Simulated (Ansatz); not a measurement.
C$_{2}$H$_{8}$F$_{2}$In$_{2}$, SMILES `[CH3][In@H-]1[F+][In@H-]([CH3])[F+]1`, relaxed with RKS PBE0-D4/def2-TZVP in the Gaussian-basis code of Ansatz from a GFN2-xTB geometry. The force threshold is 0.005 eV/Å; the program also tests the step.

Total charge 0; spin multiplicity 1. In: def2 effective core potential.

Start:

```xyz
14

C    -0.804   -3.016   -0.089
In    0.841   -1.603    0.272
F    -0.266    0.040    1.373
In   -0.789    1.530   -0.247
C     0.750    3.067    0.066
F     0.394   -0.069   -1.332
H    -0.861   -3.762    0.698
H    -1.684   -2.376   -0.086
H    -0.667   -3.480   -1.061
H     2.416   -1.082    0.644
H    -2.336    0.915   -0.598
H     0.503    3.997   -0.436
H     1.656    2.627   -0.344
H     0.846    3.213    1.139
```

**Question.** By how much does the energy fall, and how many steps does the optimiser take? (Best estimate.)

**Answer.** Ansatz gave: 0.35 eV, in 10 steps.

**Question.** Which bonds change most? (Estimate.)

**Answer.** Ansatz gave: In2–F3 from 2.267 to 2.149 Å; In4–F6 from 2.265 to 2.149 Å; In2–F6 from 2.264 to 2.149 Å.

**Question.** Give the relaxed structure. (Best estimate.)

**Answer.** Ansatz gave: 
```xyz
14

C    -0.739   -2.997   -0.065
In    0.738   -1.502    0.245
F    -0.311    0.056    1.290
In   -0.734    1.499   -0.246
C     0.733    3.004    0.065
F     0.324   -0.055   -1.290
H    -0.715   -3.748    0.725
H    -1.717   -2.514   -0.072
H    -0.579   -3.490   -1.025
H     2.372   -1.226    0.636
H    -2.366    1.209   -0.638
H     0.462    3.944   -0.414
H     1.679    2.650   -0.346
H     0.853    3.170    1.136
```
